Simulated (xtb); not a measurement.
Job for xtb: GFN2-xTB on P2 (SMILES P#P), 2S+1 = 1.

```
$ xtb mol.xyz --gfn 2 --opt tight --chrg 0 --uhf 0
2

P      0.93488657     0.00000000     0.00000000
P     -0.93488657     0.00000000     0.00000000
```

It printed:

```
[...]
           -------------------------------------------------
          |                Calculation Setup                |
           -------------------------------------------------



           -------------------------------------------------
          |                 G F N 2 - x T B                 |
           -------------------------------------------------

        Reference                      10.1021/acs.jctc.8b01176
      * Hamiltonian:
        H0-scaling (s, p, d)           1.850000    2.230000    2.230000
        zeta-weighting                 0.500000
      * Dispersion:
        s8                             2.700000
        a1                             0.520000
        a2                             5.000000
        s9                             5.000000
      * Repulsion:
        kExp                           1.500000    1.000000
        rExp                           1.000000
      * Coulomb:
        alpha                          2.000000
        third order                    shell-resolved
        anisotropic                    true
        a3                             3.000000
        a5                             4.000000
        cn-shift                       1.200000
        cn-exp                         4.000000
        max-rad                        5.000000


          ...................................................
          :                      SETUP                      :
          :.................................................:
          :  # basis functions                  20          :
          :  # atomic orbitals                  18          :
          :  # shells                            6          :
          :  # electrons                        10          :
          :  max. iterations                   250          :
          :  Hamiltonian                  GFN2-xTB          :
          :  restarted?                      false          :
          :  GBSA solvation                  false          :
          :  PC potential                    false          :
          :  electronic temp.          300.0000000     K    :
          :  accuracy                    1.0000000          :
          :  -> integral cutoff          0.2500000E+02      :
          :  -> integral neglect         0.1000000E-07      :
          :  -> SCF convergence          0.1000000E-05 Eh   :
          :  -> wf. convergence          0.1000000E-03 e    :
          :  Broyden damping             0.4000000          :
          :  net charge                          0          :
          :  unpaired electrons                  0          :
          ...................................................

 iter      E             dE          RMSdq      gap      omega  full diag
   1     -5.0582395 -0.505824E+01  0.187E+01    2.73       0.0  T
   2     -5.0587045 -0.464917E-03  0.102E+01    2.70       1.0  T
   3     -5.0587841 -0.796740E-04  0.514E-01    2.73       1.0  T
   4     -5.0587871 -0.292553E-05  0.186E-01    2.73       1.0  T
   5     -5.0587872 -0.944622E-07  0.293E-02    2.74       2.4  T
   6     -5.0587872 -0.424307E-07  0.161E-03    2.74      43.9  T
   7     -5.0587872 -0.158654E-09  0.284E-06    2.74   24868.0  T
   8     -5.0587872 -0.266454E-14  0.121E-06    2.74   58401.8  T

   *** convergence criteria satisfied after 8 iterations ***

         #    Occupation            Energy/Eh            Energy/eV
      -------------------------------------------------------------
         1        2.0000           -0.6677293             -18.1698
         2        2.0000           -0.5829298             -15.8623
         3        2.0000           -0.4014689             -10.9245
         4        2.0000           -0.3889864             -10.5849
         5        2.0000           -0.3889864             -10.5849 (HOMO)
         6                         -0.2884364              -7.8488 (LUMO)
         7                         -0.2884364              -7.8488
         8                         -0.1127203              -3.0673
         9                         -0.0167691              -0.4563
        10                         -0.0167691              -0.4563
       ...                                ...                  ...
        18                          1.6484780              44.8574
      -------------------------------------------------------------
                  HL-Gap            0.1005501 Eh            2.7361 eV
             Fermi-level           -0.3387114 Eh           -9.2168 eV

 SCC (total)                   0 d,  0 h,  0 min,  0.002 sec
 SCC setup                      ...        0 min,  0.000 sec (  4.106%)
 Dispersion                     ...        0 min,  0.000 sec (  1.441%)
 classical contributions        ...        0 min,  0.000 sec (  1.230%)
 integral evaluation            ...        0 min,  0.000 sec ( 19.547%)
 iterations                     ...        0 min,  0.001 sec ( 51.403%)
 molecular gradient             ...        0 min,  0.000 sec
[...]
00000E-05 Eh   :
          :  -> wf. convergence          0.1000000E-03 e    :
          :  Broyden damping             0.4000000          :
          :  net charge                          0          :
          :  unpaired electrons                  0          :
          ...................................................

 iter      E             dE          RMSdq      gap      omega  full diag
   1     -5.0451987 -0.504520E+01  0.940E-07    2.49       0.0  T
   2     -5.0451987 -0.888178E-15  0.608E-07    2.49  100000.0  T
   3     -5.0451987  0.000000E+00  0.698E-07    2.49  100000.0  T

   *** convergence criteria satisfied after 3 iterations ***

         #    Occupation            Energy/Eh            Energy/eV
      -------------------------------------------------------------
         1        2.0000           -0.6649126             -18.0932
         2        2.0000           -0.5882057             -16.0059
         3        2.0000           -0.4022426             -10.9456
         4        2.0000           -0.3851202             -10.4797
         5        2.0000           -0.3851202             -10.4797 (HOMO)
         6                         -0.2936088              -7.9895 (LUMO)
         7                         -0.2936088              -7.9895
         8                         -0.1279203              -3.4809
         9                         -0.0156504              -0.4259
        10                         -0.0156504              -0.4259
       ...                                ...                  ...
        18                          1.4010516              38.1246
      -------------------------------------------------------------
                  HL-Gap            0.0915113 Eh            2.4901 eV
             Fermi-level           -0.3393645 Eh           -9.2346 eV

 SCC (total)                   0 d,  0 h,  0 min,  0.001 sec
 SCC setup                      ...        0 min,  0.000 sec (  3.485%)
 Dispersion                     ...        0 min,  0.000 sec (  0.468%)
 classical contributions        ...        0 min,  0.000 sec (  0.269%)
 integral evaluation            ...        0 min,  0.000 sec ( 32.582%)
 iterations                     ...        0 min,  0.000 sec ( 24.541%)
 molecular gradient             ...        0 min,  0.000 sec ( 34.060%)
 printout                       ...        0 min,  0.000 sec (  3.759%)

         :::::::::::::::::::::::::::::::::::::::::::::::::::::
         ::                     SUMMARY                     ::
         :::::::::::::::::::::::::::::::::::::::::::::::::::::
         :: total energy              -5.006123427560 Eh    ::
         :: gradient norm              0.000728737574 Eh/a0 ::
         :: HOMO-LUMO gap              2.490149527775 eV    ::
         ::.................................................::
         :: SCC energy                -5.045198673647 Eh    ::
         :: -> isotropic ES           -0.000890201560 Eh    ::
         :: -> anisotropic ES          0.000008938736 Eh    ::
         :: -> anisotropic XC          0.001397215633 Eh    ::
         :: -> dispersion             -0.001111570424 Eh    ::
         :: repulsion energy           0.039075246087 Eh    ::
         :: add. restraining           0.000000000000 Eh    ::
         :: total charge              -0.000000000000 e     ::
         :::::::::::::::::::::::::::::::::::::::::::::::::::::

           -------------------------------------------------
          |                Property Printout                |
           -------------------------------------------------

    * Orbital Energies and Occupations

         #    Occupation            Energy/Eh            Energy/eV
      -------------------------------------------------------------
         1        2.0000           -0.6649126             -18.0932
         2        2.0000           -0.5882057             -16.0059
         3        2.0000           -0.4022426             -10.9456
         4        2.0000           -0.3851202             -10.4797
         5        2.0000           -0.3851202             -10.4797 (HOMO)
         6                         -0.2936088              -7.9895 (LUMO)
         7                         -0.2936088              -7.9895
         8                         -0.1279203              -3.4809
         9                         -0.0156504              -0.4259
        10                         -0.0156504              -0.4259
        11                          0.0272445               0.7414
        12                          0.0272445               0.7414
        13                          0.0372078               1.0125
        14                          0.0372078               1.0125
        15                          0.1144626               3.1147
        16                          0.2530303               6.8853
       ...                                ...                  ...
        18                          1.4010516              38.1246
      -------------------------------------------------------------
                  HL-Gap            0.0915113 Eh            2.4901 eV
             Fermi-level           -0.3393645 Eh           -9.2346 eV

     #   Z          covCN         q      C6AA      α(0)
     1  15 P        0.981    -0.000   187.059    25.419
     2  15 P        0.981     0.000   187.059    25.419

 Mol. C6AA /au·bohr⁶  :        748.234370
 Mol. C8AA /au·bohr⁸  :      41451.985602
 Mol. α(0) /au        :         50.838454


Wiberg/Mayer (AO) data.
largest (>0.10) Wiberg bond orders for each atom

 ---------------------------------------------------------------------------
     #   Z sym  total        # sym  WBO       # sym  WBO       # sym  WBO
 ---------------------------------------------------------------------------
     1  15 P    3.083 --     2 P    3.083
     2  15 P    3.083 --     1 P    3.083
 ---------------------------------------------------------------------------

Topologies differ in total number of bonds
Writing topology from bond orders to xtbtopo.mol

molecular dipole:
                 x           y           z       tot (Debye)
 q only:       -0.000       0.000       0.000
   full:       -0.000      -0.000       0.000       0.000
molecular quadrupole (traceless):
                xx          xy          yy          xz          yz          zz
 q only:       -0.000       0.000       0.000       0.000       0.000       0.000
  q+dip:        0.137      -0.000      -0.069      -0.000       0.000      -0.069
   full:       -2.398      -0.000       1.199       0.000      -0.000       1.199

           -------------------------------------------------
          |                Geometry Summary                 |
           -------------------------------------------------
Note: The following floating-point exceptions are signalling: IEEE_DIVIDE_BY_ZERO IEEE_DENORMAL
normal termination of xtb

      molecular mass/u    :       61.9475240
   center of mass at/Å    :        0.0000000       0.0000000       0.0000000
  moments of inertia/u·Å² :        0.0000000E+00   0.5719090E+02   0.5719090E+02
rotational constants/cm⁻¹ :             Infinity   0.2947608E+00   0.2947608E+00

 * 1 selected distances

     #   Z          #   Z                                           value/Å
     0   0          0   0                                         0.0000000 (max)

 * 0 distinct bonds (by element types)

   Z      Z             #   av. dist./Å        max./Å        min./Å


optimized geometry written to: xtbopt.xyz


           -------------------------------------------------
          | TOTAL ENERGY               -5.006123427560 Eh   |
          | GRADIENT NORM               0.000728737574 Eh/α |
          | HOMO-LUMO GAP               2.490149527775 eV   |
           -------------------------------------------------

------------------------------------------------------------------------
------------------------------------------------------------------------
 total:
 SCF:
 ANC optimizer:
```

The run finished.

Cost: roughly 0.05 core-seconds.
